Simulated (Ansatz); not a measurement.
Au₃I₂. Total charge 0; doublet. Geometry PBE-D4/def2-SVP.

```xyz
5

Au   -1.7118   -1.7465    0.6292
Au    0.8164   -1.0738    0.3010
Au   -1.1732    0.7077   -0.1691
I     3.3929   -1.0534    0.1758
I    -1.3243    3.1660   -0.9369
```

In the def2 sets Au, I take a core potential; there is no spin–orbit coupling. At PBE-D4/def2-TZVP the gap within one spin of the charge 0 doublet nearly closes, so an electron or hole may be smeared out by delocalisation error. No other spin state of charge 0 was run. Another isomer (doublet) lies 0.59 eV lower at PBE0-D4/def2-TZVP; other spin states weren't run for this one.

Estimate the α-spin orbital energies around the gap (eV) in Ansatz with PBE-D4/def2-TZVP, revPBE-D4/def2-TZVP, PBE0-D4/def2-SVP, PBE0-D4/def2-TZVP, ωB97M-V/def2-TZVP.


```
orbital  PBE-D4/def2-TZVP  revPBE-D4/def2-TZVP  PBE0-D4/def2-SVP  PBE0-D4/def2-TZVP  ωB97M-V/def2-TZVP
 HOMO−5             -7.15                -7.07             -8.24              -8.21             -10.86
 HOMO−4             -7.09                -7.00             -8.20              -8.20             -10.56
 HOMO−3             -6.87                -6.80             -7.88              -7.90             -10.34
 HOMO−2             -6.56                -6.49             -7.75              -7.74              -9.51
 HOMO−1             -6.54                -6.47             -7.65              -7.67              -8.98
   HOMO             -6.42                -6.35             -7.54              -7.55              -8.89
   LUMO             -4.04                -3.93             -3.19              -3.27              -1.59
 LUMO+1             -3.09                -2.98             -2.29              -2.35              -0.74
 LUMO+2             -1.75                -1.66             -1.09              -1.19              -0.02
 LUMO+3             -0.74                -0.62              0.09              -0.07               1.16
 LUMO+4              0.02                 0.09              1.08               0.77               1.79
 LUMO+5              0.07                 0.14              1.15               0.78               2.00
 β HOMO             -6.32                -6.25             -7.15              -7.15              -8.45
 β LUMO             -6.17                -6.09             -5.95              -5.91              -4.72
```
